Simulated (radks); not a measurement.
Spherical jellium clusters: N electrons in a uniform positive sphere of charge N and radius rs N^(1/3), rs = 2.78 bohr. Method: non-relativistic Kohn-Sham, LDA (Slater exchange, Perdew-Wang correlation), spin-polarised, spherical densities; computed with a radial shooting solver with Libxc functionals. Levels are named by radial order and angular momentum (1s, 1p, 1d, 2s, ...), and open shells are averaged over m.

N = 3, configuration 1s2 1p(up 1, down 0). This is the lowest configuration that the search found. Occupied and some empty levels:

level,occupation,eigenvalue (eV),<r> (bohr)
1s up,1,-5.6534,3.205
1s down,1,-5.2432,3.181
1p up,1,-2.3515,4.713
1p down,0,-1.9244,4.851
2s up,0,-0.60643,8.640
2s down,0,-0.45935,9.330

Energy (eV): total -2.92943, kinetic 8.6173, external -65.790, Hartree 30.104, exchange-correlation -12.510, background 36.649.
